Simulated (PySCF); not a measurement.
Molecule: SMILES C1=CN(C)C=C1O, C5H7NO.

Bonds (- single, = double, # triple, : aromatic): C1-N2, N2:C3, C3:C4, C4:C5, C5-O6, C5:C7, C7:N2. C1 carries H8, H9, H10; C3 carries H11; C4 carries H12; O6 carries H13; C7 carries H14.

Frames of a GFN2-xTB Langevin trajectory at 600 K; GIAO PBE0/pcSseg-1 shieldings in PySCF 2.14, gas phase, non-relativistic; equivalent atoms averaged within each frame.

Shifts are taken against calculated references (same method and geometry level): ¹³C (σ = 186.93 ppm), ¹H (σ = 31.72 ppm) against TMS; NH3 for ¹⁵N (σ = 267.73 ppm); H2O for ¹⁷O (σ = 336.08 ppm). The references are static minima.

Q: How do the shifts (ppm) fluctuate along the trajectory?

A: 
| time (fs) | C5 | C3 | C7 | C4 | C1 | N2 | O6 | H14 | H11 | H12 |
| --- | --- | --- | --- | --- | --- | --- | --- | --- | --- | --- |
| optimised geometry | 153.6 | 122.3 | 104.8 | 102.6 | 37.1 | 156.6 | 81.4 | 6.00 | 6.23 | 5.94 |
| 250 | 152.9 | 121.0 | 115.8 | 109.7 | 44.1 | 164.0 | 66.6 | 7.43 | 7.27 | 6.95 |
| 425 | 156.7 | 141.1 | 114.6 | 107.7 | 42.0 | 180.6 | 98.2 | 7.50 | 6.90 | 5.62 |
| 625 | 155.6 | 130.6 | 112.7 | 109.6 | 48.6 | 179.9 | 73.3 | 6.98 | 6.26 | 6.18 |
| 800 | 150.9 | 132.5 | 115.3 | 112.2 | 43.6 | 183.6 | 84.8 | 5.61 | 6.63 | 6.16 |
| 1000 | 147.0 | 134.0 | 119.8 | 108.0 | 31.1 | 176.5 | 81.7 | 6.62 | 7.07 | 6.63 |
| mean of frames | 152.6 | 131.8 | 115.6 | 109.4 | 41.9 | 176.9 | 80.9 | 6.83 | 6.83 | 6.31 |
| standard deviation | 3.9 | 7.2 | 2.6 | 1.8 | 6.5 | 7.6 | 12.0 | 0.77 | 0.40 | 0.50 |

5 frames give an uncertainty of the mean of about the standard deviation over 2.2 at best, since frames this close in time may not be independent; classical motion lacks zero-point vibration, and the reference would need the same averaging.
